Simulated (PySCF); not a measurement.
C₃H₄O₂Si, SMILES O1C(=O)C=C[SiH2]1.

Geometry: PBE-D3(BJ)/def2-SVP. The structure was generated by enumeration, and PubChem lists no compound with its InChIKey, so it may never have been made.

These are PySCF with TDDFT-PBE0/def2-SVPD values and carry that method's errors.

Vertical excitations.  State labels are in the subgroup Cs.

Question: List the lowest excited states. (Estimate from the structure and the level; the computed values follow.)

Answer: 
| state | symmetry | energy (eV) | λ (nm) | f | main pairs |
|---|---|---|---|---|---|
| S1 | A" | 4.43 | 280 | 0.000 | HOMO→LUMO 97 % |
| S2 | A' | 6.06 | 205 | 0.160 | HOMO−1→LUMO 53 %, HOMO−2→LUMO 41 % |
| S3 | A' | 6.21 | 200 | 0.100 | HOMO−2→LUMO 56 %, HOMO−1→LUMO 38 % |
| S4 | A" | 6.25 | 198 | 0.003 | HOMO−3→LUMO 98 % |
| S5 | A" | 6.79 | 183 | 0.000 | HOMO−4→LUMO 97 % |
| S6 | A' | 7.05 | 176 | 0.097 | HOMO→LUMO+1 91 % |
| S7 | A" | 7.14 | 174 | 0.000 | HOMO−1→LUMO+1 98 % |
| S8 | A" | 7.51 | 165 | 0.000 | HOMO→LUMO+4 93 % |
| S9 | A" | 7.56 | 164 | 0.000 | HOMO−2→LUMO+1 97 % |
| S10 | A' | 7.68 | 161 | 0.039 | HOMO−5→LUMO 92 % |
| T1 | A' | 3.75 | 330 | 0 | HOMO−1→LUMO 84 % |
| T2 | A" | 3.98 | 312 | 0 | HOMO→LUMO 94 % |
| T3 | A' | 5.04 | 246 | 0 | HOMO−2→LUMO 76 % |
| T4 | A" | 5.65 | 219 | 0 | HOMO−3→LUMO 97 % |
Triplets are in the Tamm–Dancoff approximation, which puts them higher than full response would, so one can lie above its singlet here.
